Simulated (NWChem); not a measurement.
System: CH₅BO; SMILES O(B)C

```xyz
8

B      0.2092    -1.2960     0.0000
H     -0.4339    -2.3044     0.0000
H      1.4121    -1.2907     0.0000
O     -0.4807    -0.1419     0.0000
C      0.1523     1.1335     0.0000
H      1.2444     1.0400     0.0000
H     -0.1687     1.6845    -0.8897
H     -0.1687     1.6845     0.8897
```
Atoms are numbered in this order, from 1.

Results from NWChem. Pople sets run with spherical d functions. Medium grid unless said otherwise, to which SCAN and Minnesota functionals are sensitive. The geometry was optimised at B3LYP/6-31G* (spherical d).

Estimate the computed values for M06-2X/6-31G*. Quantities: highest occupied level (eV); orbital gap (eV); dipole (D).


```json
{
  "highest occupied level (eV)": "-9.84",
  "orbital gap (eV)": "11.15",
  "dipole (D)": "1.76"
}
```
